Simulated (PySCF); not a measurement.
Compound: C4H8FO2 (doublet state).
Z-matrix (Å and degrees, GFN2-xTB geometry), rows numbered from 1:
```
C 
O   1  1.4119
C   2  1.3779  1  115.31
C   3  1.4835  2  122.04  1   -49.44
F   4  1.3982  3  111.39  2    87.95
O   3  1.3705  2  115.56  1   163.14
C   6  1.4084  3  116.39  2   -17.05
H   1  1.0935  2  111.54  3    68.89
H   1  1.0935  2  111.11  3   -52.68
H   1  1.0884  2  105.91  3  -172.03
H   4  1.0920  3  109.47  2  -154.88
H   4  1.0993  3  113.73  2   -29.85
H   7  1.0879  6  105.89  3  -176.35
H   7  1.0932  6  110.95  3    64.11
H   7  1.0938  6  111.04  3   -56.99
```

The hyperfine couplings belong to this conformer and change with its torsions.

As a line formula: `CO[C](CF)OC` [radical].

Method used: UKS B3LYP, pcH-1 on C F H O, non-relativistic, mean-field spin-orbit, GIAO in PySCF. Geometry: GFN2-xTB, one conformer, isolated molecule. Couplings are sensitive to structure, and on GFN2-xTB geometries they can be far from those on DFT ones. No stability test was run, so a lower SCF solution isn't excluded.

(1) Match the computed a_iso(13C) values +181.0, -20.5, +7.0 MHz (means over equivalent nuclei) with the sites C1/C7; C3; C4.

(2) The isotropic 1H couplings, averaged over equivalent nuclei, are +21.1, +7.1 MHz. Assign them to H8 (×6); H11/H12.

## Answers

(1) 
```tsv
site	a_iso (MHz)	ρ(0) (bohr⁻³)	position	distance from C3 (Å)	spin population	largest |T| (MHz)
C1/C7	+7.0	+0.0063	2 bonds from C3	2.36	-0.01	2.6
C3	+181.0	+0.1610	largest spin population	0.00	+0.75	139.2
C4	-20.5	-0.0183	1 bond from C3	1.48	-0.01	11.7
```

(2) 
```
   site  a_iso (MHz)  ρ(0) (bohr⁻³)            position  distance from C3 (Å)  bound to  spin population there  largest |T| (MHz)
H8 (×6)         +7.1        +0.0016  γ, 3 bonds from C3                  2.86     C1/C7                  -0.01                6.2
H11/H12        +21.1        +0.0047  β, 2 bonds from C3                  2.14        C4                  -0.01                9.2
```

ρ(0) is the spin density at the nucleus and T the dipolar tensor; entries for several nuclei are means. The largest Mulliken spin populations are on C3 (+0.75), O6 (+0.10) and O2 (+0.07). C3 is the only atom above +0.15. The angles at C3 add up to 352.1°, so it is slightly pyramidal.

Class means assume fast exchange of nuclei equivalent by connectivity; if that motion is slow, each nucleus keeps its own coupling. The six 1H nuclei of mean +7.1 MHz run from -1.7 to 16.4 MHz in the frozen geometry. The 1H value of +21.1 MHz is a mean of couplings from -0.5 to 42.8 MHz in this one geometry, not an average over conformers. The 13C value of +7.0 MHz is a mean of couplings from -4.4 to 18.4 MHz in this one geometry, not an average over conformers.
